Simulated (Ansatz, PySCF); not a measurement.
Gas-phase reaction in SMILES: P#P [phosphanylidynephosphane] → P#P as triplet, charge 0
Each molecule is optimised on its own at B3LYP-D3(BJ)/def2-TZVP (Ansatz, a quantum-chemistry and plane-wave program). Unstable Hartree-Fock reference: P#P. Markedly spin-contaminated UHF reference, which strains HF, MP2 and, less, CCSD(T): P#P as triplet, charge 0. High T1 diagnostic, so coupled cluster is less sure: P#P as triplet, charge 0. A spin state is the lowest found, not a proven ground state.
Geometry of the first species:
```
P
P 1 1.8895
```

Quantity: adiabatic triplet-singlet gap (0 K, with B3LYP-D3(BJ) harmonic zero-point energies from PySCF), in kcal/mol. Correlated levels leave the core frozen unless marked. Open shells are spin-unrestricted. Spin-orbit coupling is left out. No relativistic terms. CBS marks a two-point X^-3 extrapolation of the correlation energy; Hartree-Fock from the larger set (for Q and 5 zeta extrapolated as (X+1)exp(-9√X)).

```csv
level,program,adiabatic triplet-singlet gap (kcal/mol)
PBE0/STO-3G,Ansatz,62.4
CAM-B3LYP-D4/def2-TZVPD,Ansatz + dftd4,53.9
LC-wPBE/def2-TZVPD,Ansatz,50.3
CCSD/STO-3G,Ansatz,52.4
CCSD/aug-cc-pV(T+d)Z,Ansatz,55.5
"CCSD/CBS(cc-pV(T+d)Z,cc-pV(Q+d)Z)",Ansatz,57.7
"CCSD/CBS(def2-TZVPP,def2-QZVPP)",Ansatz,57.7
CCSD(T)/STO-3G,Ansatz,48.6
CCSD(T)/6-31G,Ansatz,40.7
CCSD(T)/6-31G*,Ansatz,55.5
CCSD(T)/def2-SVP,Ansatz,56.9
CCSD(T)/cc-pwCVTZ,Ansatz,58.6
CCSD(T)/def2-TZVPPD,Ansatz,58.4
CCSDT/cc-pV(D+d)Z,Ansatz,49.8
"CCSD(T)/CBS(cc-pV(Q+d)Z,cc-pV(5+d)Z)",Ansatz,60.6
```
